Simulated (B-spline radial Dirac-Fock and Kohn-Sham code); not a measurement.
Z = 51 (antimony), transition energy 2000 keV. Method: a Dirac-Hartree-Slater potential of the neutral atom with a Latter tail (no hole, which puts coefficients of high multipoles low close above an edge), finite nucleus with surface currents. Computed with a B-spline atomic structure program. Subshells that would emit electrons below 1 keV are left out, and so is internal pair formation.

**Question.** A pure transition shows α(K) = 0.000830, L1/L2 = 14.2 and L1/L3 = 50.2. What is its multipolarity?
A. M3
B. M4
C. M2
D. E4
E. E2
F. E3
G. E1
H. M1

**Answer.** D. For comparison, α(K), L1/L2, L1/L3 are E1 0.000155, 81.7, 42.1; E2 0.000298, 40.4, 51.1; E3 0.000513, 22.3, 53.7; M1 0.000333, 51.7, 94.8; M2 0.000672, 35.1, 133; M3 0.00113, 25.6, 115; M4 0.00180, 19.7, 73.5.
